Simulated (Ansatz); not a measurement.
A structure relaxed at PBE0-D4/def2-TZVP in Ansatz, charge 0, singlet:

Cartesian coordinates in Å:
```
Ni -0.165 0.067 -0.791
S -0.200 1.426 0.578
S 0.365 -1.493 0.213
```

**Question.** Give its formula and point group.

**Answer.** NiS2. Point group C2v (tolerance 0.1 Å).

**Question.** Summarise the bond lengths by kind (pairs closer than 1.2 times the sum of covalent radii, bridged metal pairs left out).

**Answer.** 2 × Ni–S 1.93 Å. The metal has 2 neighbours: S 1.93 Å, S 1.93 Å.

The relaxation made no stability test and no search for a lower SCF solution. No other spin state of charge 0 was run. Another isomer (triplet) lies 1.86 eV lower at PBE0-D4/def2-TZVP; other spin states weren't run for this one.
